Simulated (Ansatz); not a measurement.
**Relative stability**

Two relaxed structures of BSiH$_{3}$ClO (charge +1), singlet (PBE0-D4/def2-TZVP; forces vanish, vibrations not checked).

A:

```
7
angstrom
O -0.1100 -1.5548 -0.2600
B -0.4427 -0.3403 -0.6480
Si 0.3734 1.0956 0.6129
Cl 1.5258 0.5401 2.1066
H -0.4415 -2.2984 -0.7834
H -1.1107 -0.0059 -1.5745
H 0.2057 2.5636 0.5464
```

B:

```
7
angstrom
O -0.8647 -1.5758 -0.1151
B 0.3254 1.1060 0.8126
Si -0.2041 -0.2314 -0.6181
Cl 2.0144 1.3293 0.8333
H -1.0914 -2.3546 -0.6385
H 0.1028 -0.1474 -2.0635
H -0.4366 1.6419 1.5442
```

Program: Ansatz 0.2.0. Basis: def2-TZVPP. Cores are frozen in the correlated methods. B3LYP uses VWN-RPA correlation.

Q: Which structure is lower at CCSD(T), and by how much? (An estimate is asked for; the value comes from the calculation.)

A: Computed: A, by 32.2 kJ/mol (electronic energy, against the other). By their contacts, A is BSiH₃ClO ([OH][BH][SiH][Cl]), total charge +1 and B is BSiH₃ClO ([OH][SiH][BH][Cl]), total charge +1.

All methods give the same order:

| method | E(B) − E(A) (kJ/mol) |
| --- | --- |
| PBE-D4 | 36.5 |
| r2SCAN-D4 | 33.0 |
| PBE0-D4 | 36.1 |
| B3LYP-D4 | 35.5 |
| wB97M-V | 35.9 |
| HF | 33.8 |
| MP2 | 30.0 |
| CCSD | 32.3 |
| CCSD(T) | 32.2 |

The T1 diagnostic stays at or below 0.017.

Labels in which every atom is bracketed show which atoms are joined, not bond orders.

For scale, one of the runs: CCSD(T)/def2-TZVPP, 188 basis functions, launched by `ansatz run in.yaml --threads 2 --pin off --events-out ev --progress --plain --max-ram 4352MiB`. Time: 43 s of wall clock on 2 CPU threads of an Arm Neoverse V2; the host was shared. Peak host memory: 1.9 GiB.
